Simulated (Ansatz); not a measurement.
`CB(C)CN` and `CB(C)N` differ in one atom or group.

Ansatz, PBE0-D4/def2-TZVP geometries, multiplicity 1. Each molecule was computed in one conformer, which needn't be the lowest.

| property | `CB(C)CN` |
| --- | --- |
| HOMO–LUMO gap (PBE/def2-TZVPP) / eV | 4.06 |
| size of the dipole moment (ωB97M-V/def2-TZVPP) / D | 1.16 |
| size of the dipole moment (PBE/def2-TZVPP) / D | 1.12 |
| size of the dipole moment (B3LYP/def2-TZVPP) / D | 1.15 |
| LUMO energy (PBE/def2-TZVPP) / eV | -1.14 |
| HOMO energy (PBE/def2-TZVPP) / eV | -5.20 |

**Question.** What does the change do to each property? (Best estimate.)

**Answer.** Computed: 
```
                                          property  `CB(C)N`  shift
               HOMO–LUMO gap (PBE/def2-TZVPP) / eV      6.78   2.72
size of the dipole moment (ωB97M-V/def2-TZVPP) / D      1.27   0.11
    size of the dipole moment (PBE/def2-TZVPP) / D      1.30   0.18
  size of the dipole moment (B3LYP/def2-TZVPP) / D      1.27   0.12
                 LUMO energy (PBE/def2-TZVPP) / eV      0.09   1.23
                 HOMO energy (PBE/def2-TZVPP) / eV     -6.69  -1.49
```

With PBE0 the HOMO falls by 1.40 eV and the LUMO rises by 0.95 eV, so the gap widens by about 2.35 eV. PBE moves the HOMO by -1.49 eV and ωB97M-V by -1.39 eV. The zero-point energy changes by -68.8 kJ/mol with -9 modes. Dipoles are sizes alone; their direction can turn.

B3LYP here is the variant with VWN-RPA as its local correlation; programs differ in this.
